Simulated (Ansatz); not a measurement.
The cluster Hf7, relaxed as a singlet with RKS PBE-D4/def2-SVP in Ansatz, starting from the GFN1-xTB geometry. Force threshold 0.02 eV/Å.

In the def2 sets Hf takes a core potential; there is no spin–orbit coupling. The restricted singlet is unstable towards broken spin symmetry at other levels; at PBE-D4/def2-SVP this wasn't settled. At PBE-D4/def2-SVP a triplet of charge 0 lies 0.08 eV below the restricted singlet, each at its own geometry. The structure comes from a short search, and lower isomers may exist.

Start:

Cartesian coordinates in Å:
```
Hf -1.008 -0.932 2.080
Hf 1.391 0.948 1.841
Hf -0.620 -0.329 -2.261
Hf 2.232 -0.312 -0.778
Hf 0.185 2.309 -0.574
Hf -2.365 0.785 -0.040
Hf 0.184 -2.468 -0.268
```

Estimate the energy that the relaxation releases and the steps that it takes.

4.55 eV, in 18 steps; 8.6 min on 4 threads of Intel Xeon on a shared host. The force fell under the threshold at step 13, but the optimiser went on. No frequencies were taken in this run, so the end may be a saddle point.

Does the start keep its bonding?

Bonds formed: Hf5–Hf7 (atoms count from 1). Metal–metal contacts that move far: Hf1–Hf5 4.36 to 2.93 Å, Hf2–Hf7 4.19 to 2.94 Å, Hf6–Hf7 4.14 to 2.91 Å.

Predict the relaxed structure.


```xyz
7

Hf   -1.0943    0.1187    2.1368
Hf    1.6971    0.1469    1.6958
Hf   -0.3729   -0.1203   -2.3716
Hf    2.1431   -0.0967   -1.0842
Hf   -0.0082    1.6540   -0.1044
Hf   -2.3733   -0.0487   -0.3775
Hf    0.0085   -1.6541    0.1051
```
Bond lengths (bridged metal pairs left out): 16 × Hf–Hf 2.83 to 3.31 Å.
